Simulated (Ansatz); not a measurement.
Relaxation of C₃H₆ClIn (11 atoms, charge 0, multiplicity 1), to a largest force component of 0.015 eV/Å in at most 40 steps.

Theory: RKS PBE0-D4/def2-SVP (Ansatz 0.2.0).

```xyz
11
Properties=species:S:1:pos:R:3
C 0.014 2.566 0.676
C 0.298 1.317 0.994
In -0.110 -0.323 -0.467
C 0.031 -2.565 -0.421
Cl -0.862 0.480 -2.513
H -0.414 2.822 -0.286
H 0.194 3.396 1.351
H 0.724 1.063 1.958
H -0.901 -2.969 -0.029
H 0.163 -2.884 -1.453
H 0.864 -2.903 0.190
```

Problem. Where does it end, and by what steps?

Solution. The forces met the threshold. The force dipped under the threshold on the way, but the program's further checks kept it going. After 21 steps the energy has fallen by 0.172 eV; Cl5 moved furthest, 0.28 Å.

```tsv
step	energy less start (eV)	largest force component (eV/Å)	accepted
0	0.0000	1.674	yes
1	-0.1433	0.346	yes
2	-0.1657	0.099	yes
3	-0.1664	0.086	yes
4	-0.1650	0.142	no
5	-0.1704	0.046	yes
6	-0.1709	0.034	yes
7	-0.1711	0.018	yes
8	-0.1713	0.015	yes
9	-0.1714	0.022	yes
10	-0.1714	0.020	yes
11	-0.1715	0.021	yes
12	-0.1716	0.036	yes
13	-0.1716	0.043	yes
14	-0.1717	0.036	yes
15	-0.1717	0.039	yes
16	-0.1719	0.037	yes
17	-0.1719	0.030	yes
18	-0.1720	0.012	yes
19	-0.1721	0.010	yes
20	-0.1719	0.086	no
21	-0.1722	0.008	yes
```

```xyz
11
Properties=species:S:1:pos:R:3
C 0.030 2.502 0.607
C 0.317 1.250 0.982
In -0.103 -0.366 -0.342
C 0.047 -2.502 -0.426
Cl -1.043 0.571 -2.326
H -0.417 2.724 -0.370
H 0.229 3.363 1.259
H 0.763 1.074 1.968
H -0.954 -2.931 -0.273
H 0.404 -2.796 -1.423
H 0.728 -2.890 0.344
```

Whether the end is a true minimum wasn't checked by a vibrational analysis.

The run took 65 s on 2 threads of Intel(R) Xeon(R) Platinum 8488C (Sapphire Rapids), with other jobs on the host, peak memory 0.32 GiB.
